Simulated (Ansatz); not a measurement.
Ansatz (an electronic-structure program) job for CH₃Cl₂NSi₂, SMILES Cl[Si]1(Cl)N=C[SiH2]1, B3LYP-D3(BJ)/def2-SVP. 

Ansatz 0.2 input:
```yaml
crystal:
  periodic: [false, false, false]
  atoms:
    - {symbol: Cl, position_ang: [1.43439869, 0.10572134, 1.63032033]}
    - {symbol: Si, position_ang: [0.23899303, 0.03722562, -0.00000001]}
    - {symbol: Cl, position_ang: [1.43439869, 0.10572134, -1.63032033]}
    - {symbol: N, position_ang: [-0.72197501, -1.47365401, 0.00000000]}
    - {symbol: C, position_ang: [-1.93873865, -1.08692388, -0.00000000]}
    - {symbol: Si, position_ang: [-1.96799207, 0.84094639, 0.00000000]}
    - {symbol: H, position_ang: [-2.71453372, -1.84467731, 0.00000000]}
    - {symbol: H, position_ang: [-2.58138912, 1.39643244, -1.20536192]}
    - {symbol: H, position_ang: [-2.58138912, 1.39643245, 1.20536192]}
basis:
  gaussian:
    orbitals: def2-SVP
hamiltonian:
  xc: b3lyp
  dispersion: d3bj
relax: {f_tol: 0.002, max_steps: 200}
```

It prints:

```
WARN ansatz: RAYON_NUM_THREADS=1 ignored (pool sized by the plan → 1); use --threads N
Functional definition: B3LYP
integrals: 0.07 GiB planned
1179 factors; integrals over basis functions are off by at most 3.2e-4 eV
mean field: 0.63 GiB planned
mean field evaluation 1: about -43359.4597 eV, gradient 4.8e1 eV
mean field evaluation 2: about -43341.2011 eV, gradient 9.5e1 eV
mean field evaluation 4: about -43364.6117 eV, gradient 1.0e1 eV
mean field evaluation 8: about -43364.8621 eV, gradient 3.9e-1 eV
mean field evaluation 16: about -43364.8625 eV, gradient 1.9e-5 eV
mean field -43364.86245022 eV, -1593.6293012862 hartree, gradient 1.8e-5 eV, S^2 0.000000; 0 other end points of the search recorded, 0 dependent functions left out
the calculation of the forces begins
reference -43364.86272026 eV, -1593.6293112099 hartree; 39, 39 occupied and 76, 76 virtual orbitals, 1179 factors
relax step   1: F+E_penalty+E_count = -43365.47906035 eV  Δ(F+E_penalty+E_count) = +0.000e0 eV  max|allowed force component| = 1.079e0 eV/Å  Δτ_max = 0.0000 Å  (31 SCF iters, accepted)
these checks for a lower state are left out or cut short: starts, cluster_reference, orbital_swaps, neighbouring_geometries, increment
integrals: 0.07 GiB planned
1179 factors; integrals over basis functions are off by at most 3.4e-4 eV
mean field: 0.63 GiB planned
mean field -43364.98408543 eV, -1593.6337712976 hartree, gradient 1.8e-5 eV, S^2 0.000000; 0 other end points of the search recorded, 0 dependent functions left out
the calculation of the forces begins
reference -43364.98435728 eV, -1593.6337812881 hartree; 39, 39 occupied and 76, 76 virtual orbitals, 1179 factors
relax step   2: F+E_penalty+E_count = -43365.59172092 eV  Δ(F+E_penalty+E_count) = -1.127e-1 eV  max|allowed force component| = 2.553e-1 eV/Å  Δτ_max = 0.0982 Å  (31 SCF iters, accepted)
these checks for a lower state are left out or cut short: starts, cluster_reference, orbital_swaps, neighbouring_geometries, increment
integrals: 0.07 GiB planned
1179 factors; integrals over basis functions are off by at most 3.5e-4 eV
mean field: 0.63 GiB planned
mean field evaluation 32: about -43364.9947 eV, gradient 1.2e-4 eV
mean field -43364.99472329 eV, -1593.6341622317 hartree, gradient 1.5e-5 eV, S^2 0.000000; 0 other end points of the search recorded, 0 dependent functions left out
the calculation of the forces begins
reference -43364.99499491 eV, -1593.6341722135 hartree; 39, 39 occupied and 76, 76 virtual orbitals, 1179 factors
relax step   3: F+E_penalty+E_count = -43365.60257907 eV  Δ(F+E_penalty+E_count) = -1.086e-2 eV  max|allowed force component| = 7.883e-2 eV/Å  Δτ_max = 0.0367 Å  (32 SCF iters, accepted)
these checks for a lower state are left out or cut short: starts, cluster_reference, orbital_swaps, neighbouring_geometries, increment
integrals: 0.07 GiB planned
1179 factors; integrals over basis functions are off by at most 3.5e-4 eV
mean field: 0.63 GiB planned
mean field -43364.99480119 eV, -1593.6341650945 hartree, gradient 2.1e-5 eV, S^2 0.000000; 0 other end points of the search recorded, 0 dependent functions left out
the calculation of the forces begins
reference -43364.99507259 eV, -1593.6341750683 hartree; 39, 39 occupied and 76, 76 virtual orbitals, 1179 factors
relax step   4: F+E_penalty+E_count = -43365.60336056 eV  Δ(F+E_penalty+E_count) = -7.815e-4 eV  max|allowed force component| = 3.478e-2 eV/Å  Δτ_max = 0.0068 Å  (26 SCF iters, accepted)
these checks for a lower state are left out or cut short: starts, cluster_reference, orbital_swaps, neighbouring_geometries, increment
integrals: 0.07 GiB planned
1179 factors; integrals over basis functions are off by at most 3.5e-4 eV
mean field: 0.63 GiB planned
mean field -43364.99471511 eV, -1593.6341619313 hartree, gradient 2.4e-5 eV, S^2 0.000000; 0 other end points of the search recorded, 0 dependent functions left out
the calculation of the forces begins
reference -43364.99498642 eV, -1593.6341719014 hartree; 39, 39 occupied and 76, 76 virtual orbitals, 1179 factors
relax step   5: F+E_penalty+E_count = -43365.60347864 eV  Δ(F+E_penalty+E_count) = -1.181e-4 eV  max|allowed force component| = 1.027e-2 eV/Å  Δτ_max = 0.0030 Å  (26 SCF iters, accepted)
these checks for a lower state are left out or cut short: starts, cluster_reference, orbital_swaps, neighbouring_geometries, increment
integrals: 0.07 GiB planned
1179 factors; integrals over basis functions are off by at most 3.5e-4 eV
mean field: 0.63 GiB planned
mean field -43364.99473427 eV, -1593.6341626352 hartree, gradient 2.4e-5 eV, S^2 0.000000; 0 other end points of the search recorded, 0 dependent functions left out
the calculation of the forces begins
reference -43364.99500558 eV, -1593.6341726058 hartree; 39, 39 occupied and 76, 76 virtual orbitals, 1179 factors
relax step   6: F+E_penalty+E_count = -43365.60347829 eV  Δ(F+E_penalty+E_count) = +3.466e-7 eV  max|allowed force component| = 5.257e-3 eV/Å  Δτ_max = 0.0006 Å  (22 SCF iters, rejected (line search))
these checks for a lower state are left out or cut short: starts, cluster_reference, orbital_swaps, neighbouring_geometries, increment
integrals: 0.07 GiB planned
1179 factors; integrals over basis functions are off by at most 3.5e-4 eV
mean field: 0.63 GiB planned
mean field -43364.99473284 eV, -1593.6341625826 hartree, gradient 1.5e-5 eV, S^2 0.000000; 0 other end points of the search recorded, 0 dependent functions left out
the calculation of the forces begins
reference -43364.99500414 eV, -1593.6341725527 hartree; 39, 39 occupied and 76, 76 virtual orbitals, 1179 factors
relax step   7: F+E_penalty+E_count = -43365.60348186 eV  Δ(F+E_penalty+E_count) = -3.216e-6 eV  max|allowed force component| = 8.188e-4 eV/Å  Δτ_max = 0.0003 Å  (22 SCF iters, accepted)
integrals: 0.07 GiB planned
1179 factors; integrals over basis functions are off by at most 3.5e-4 eV
mean field: 0.63 GiB planned
mean field evaluation 64: about -43364.6308 eV, gradient 1.2e1 eV
mean field -43364.99473284 eV, -1593.6341625826 hartree, gradient 1.5e-5 eV, S^2 0.000000; 1 other end points of the search recorded, 0 dependent functions left out
the calculation of the forces begins
reference -43364.99500414 eV, -1593.6341725527 hartree; 39, 39 occupied and 76, 76 virtual orbitals, 1179 factors
Total energy: -43365.60375316 eV, -1593.6565436666 hartree
Atom 0 at     1.413624     0.160175     1.678225 Å, force     0.000283    -0.000019     0.000152 eV/Å
Atom 1 at     0.221886    -0.013066    -0.000000 Å, force     0.000009     0.000670    -0.000000 eV/Å
Atom 2 at     1.413624     0.160175    -1.678225 Å, force     0.000283    -0.000019    -0.000152 eV/Å
Atom 3 at    -0.701227    -1.555001    -0.000000 Å, force    -0.000819    -0.000188     0.000000 eV/Å
Atom 4 at    -1.919306    -1.127655     0.000000 Å, force     0.000650    -0.000515     0.000000 eV/Å
Atom 5 at    -1.967501     0.812344     0.000000 Å, force    -0.000551     0.000053     0.000000 eV/Å
Atom 6 at    -2.755174    -1.853814     0.000000 Å, force    -0.000208    -0.000054    -0.000000 eV/Å
Atom 7 at    -2.552077     1.447034    -1.217480 Å, force     0.000176     0.000035    -0.000010 eV/Å
Atom 8 at    -2.552077     1.447034     1.217480 Å, force     0.000176     0.000035     0.000010 eV/Å
Dipole moment:    -0.501198     0.303938     0.000000 e Å
```

Self-consistency was reached.
